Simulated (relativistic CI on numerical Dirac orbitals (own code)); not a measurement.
# Sensitivity of the levels of Hg XXVI to α and to the nuclear radius

Computed by Dirac-Coulomb-Breit CI, orbitals from a KLI potential per configuration, derivatives by finite differences, unscaled Slater integrals, QED left out (own radial code, finite nucleus).

CI space (outside the closed core [Ar] 3d10 4p6 4d10): 4s²4f⁹, 4s4f¹⁰, 4f¹¹. Levels of other configurations are missing.

With x = (α/α₀)² − 1 an excitation energy changes as ω = ω₀ + qx; K = 2q/ω₀ is the relative enhancement. Terms are leading LS components, so labels can repeat. The field-shift factor is F = δν/δ⟨r²⟩ for the transition from the lowest level.

Lowest level 4s²4f⁹ ⁶H°15/2.

```csv
Level,ω₀ (cm⁻¹),q (cm⁻¹),F (GHz/fm²)
4s²4f⁹ ⁶H°13/2,25287.4,30140,1.78
4s²4f⁹ ⁶F°11/2,25848.9,7588,0.68
4s²4f⁹ ⁴F°9/2,26178.4,-2177,0.204
4s²4f⁹ ⁶H°11/2,38702.0,34830,2.17
4s²4f⁹ ⁶H°9/2,43831.5,36110,2.29
4s²4f⁹ ⁴D°3/2,46438.9,303,0.57
4s²4f⁹ ⁶F°7/2,46937.7,30200,2.04
4s²4f⁹ ⁶H°7/2,49982.8,33870,2.25
4s²4f⁹ ²K°15/2,51486.6,9198,1.1
4s²4f⁹ ⁶H°5/2,53883.1,31880,2.2
4s²4f⁹ ⁶F°5/2,56907.6,40280,2.65
4s²4f⁹ ⁶F°1/2,59135.0,33330,2.34
4s²4f⁹ ⁴K°17/2,66008.8,17120,1.7
4s²4f⁹ ⁴M°21/2,66738.5,20400,1.9
4s²4f⁹ ⁴L°19/2,69728.1,19270,1.87
4s²4f⁹ ⁶F°9/2,73284.6,51900,3.43
4s²4f⁹ ⁴G°11/2,73818.6,42030,2.96
4s²4f⁹ ⁴I°13/2,76234.7,28050,2.33
4s²4f⁹ ⁴P°5/2,79033.4,15350,1.72
4s²4f⁹ ⁶F°3/2,80304.6,39670,2.92
4s²4f⁹ ⁴D°7/2,82750.7,33940,2.67
4s²4f⁹ ⁴I°11/2,83904.7,25710,2.31
4s²4f⁹ ⁴F°9/2,88852.1,24980,2.33
```

At this charge energies of transitions that change n are usually good to better than 1 %, and those within a shell (Δn = 0) to a few per cent. Terms inside the open d or f shell come out 10 to 20 % too wide with unscaled integrals.

(1) Which transition from the lowest level has the largest |K|?

Results:

(1) 4s²4f⁹ ⁶H°13/2 at 25287.4 cm⁻¹, K = 2.38.
